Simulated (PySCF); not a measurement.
**How methods differ on the ionisation energy of Ga(23+)**

Ga(23+) [He] 2s2 2p4 [2p1/2^2 2p3/2^2, M_J = 2] → Ga(24+) [He] 2s2 2p3 [2p1/2^2 2p3/2^1, M_J = 3/2], as a difference of total energies. Computed with PySCF 2.14 in an uncontracted even-tempered set (18 s from 6.6 bohr⁻², ratio 2.4; 12 p from 8.6 bohr⁻², ratio 2.4; 5 d from 34 bohr⁻², ratio 2.6; 5 f from 51 bohr⁻², ratio 2.6), with the two-component X2C-1e Hamiltonian. Correlated levels: nothing frozen; the 36 highest virtual spinors dropped. "Screened" scales the spin-orbit matrix elements by Boettger's factors to mimic the two-electron term; Breit and QED terms are absent.

```csv
method,ionisation energy (eV)
GHF (spin-free),2251.6
GMP2 (spin-free),2253.1
GHF (screened spin-orbit),2257.3
GMP2 (screened spin-orbit),2258.2
```

For this ion Breit and QED terms and the two-electron picture change, all absent here, outweigh the correlation shift from GHF to GMP2.

The spin-free rows relax to the high-spin LS determinant and lack the spin-orbit shift.

The labels give the starting determinants; with spin-orbit coupling the two ends relaxed to ⟨J²⟩ = 6.00, ⟨L²⟩ = 2.66, ⟨S²⟩ = 1.67 and ⟨J²⟩ = 3.76, ⟨L²⟩ = 0.66, ⟨S²⟩ = 2.95.

For comparison: 2258 ± 5 eV (semi-empirical (NIST evaluation); NIST Atomic Spectra Database, ionization energies).
